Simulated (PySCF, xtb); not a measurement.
F₂Si, SMILES F[Si]F (connectivity only; charge and spin as stated), charge +1, multiplicity 2. Atoms are numbered in the order given.

```xyz
3

F      0.0000    -1.3344     0.3362
Si     0.0000     0.0000    -0.4323
F      0.0000     1.3344     0.3362
```
Charge +1, spin multiplicity 2.

Geometry: B3LYP-D3(BJ)/def2-TZVP. The isomer is the one that the SMILES or the coordinates give; other isomers of the formula were not compared.

These are C-PCM-B3LYP/def2-SVP run with PySCF values and carry that method's errors.

The values are the electrostatic part of the solvation free energy, E(continuum) − E(gas) at the gas-phase geometry, in a cavity of scaled van der Waals radii (PySCF's table); cavitation and dispersion terms are not included.

Computed values in water (ε = 78.36), diethylether (ε = 4.24), 2-propanol (ε = 19.26):
```json
[
 {"solvent": "water", "ε": "78.36", "ΔG(elec) (kcal/mol)": "-66.2"},
 {"solvent": "diethylether", "ε": "4.24", "ΔG(elec) (kcal/mol)": "-51.2"},
 {"solvent": "2-propanol", "ε": "19.26", "ΔG(elec) (kcal/mol)": "-63.6"}
]
```

For comparison, GFN2-xTB/ALPB(water) (xtb, at the GFN2-xTB geometry, all terms of that model) gives -53.5 kcal/mol.
